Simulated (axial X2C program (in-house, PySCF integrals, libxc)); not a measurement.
Correcting the dissociation energy of SI⁺ for spin–orbit coupling

A spin-free PBE0 curve (one-electron X2C) was computed with an in-house all-electron X2C program for linear molecules (integrals from PySCF), basis I dyall-cv3z [11s12p8d4f1g], S dyall-av3z [9s8p3d2f] (cores contracted in-house), for the state M_S = 1, Λ = 0 (beyond evenly filled blocks: π+α, π-α). It gives D0 = 3.959 eV to I + S+, which in a spin-free picture are the weighted means of the ground terms.

Measured levels of the ground terms (NIST Handbook of Basic Atomic Spectroscopic Data), in cm⁻¹: I 2P: J = 3/2 at 0, J = 1/2 at 7603.1; S+ 4S: J = 3/2 at 0.

The molecular state has Λ = 0, so it has no first-order lowering.

(1) How far does each ground level lie under the (2J+1)-weighted mean of its term?

(2) Correct D0.

Second-order spin–orbit effects in the molecule, which grow quickly with Z, are left out. The state is a single determinant with fixed occupations, the lowest that a limited PBE0 search found. Dissociation energies refer to the lowest single-determinant-based atoms at the same level and basis. PBE0 can misorder states that lie within some tenths of an eV, so this need not be the ground state of the molecule. The nearest other spin-free determinant of the search, M_S = 0, Λ = 2, lies 0.73 eV up at the distance of the search.

## Answers

(1) I: (4 × 0 + 2 × 7603.1)/6 = 2534 cm⁻¹; S+: a single level, 0.

(2) D0 = 3.959 + (0 − 2534)/8065.5 = 3.645 eV at PBE0 with these spin–orbit terms.
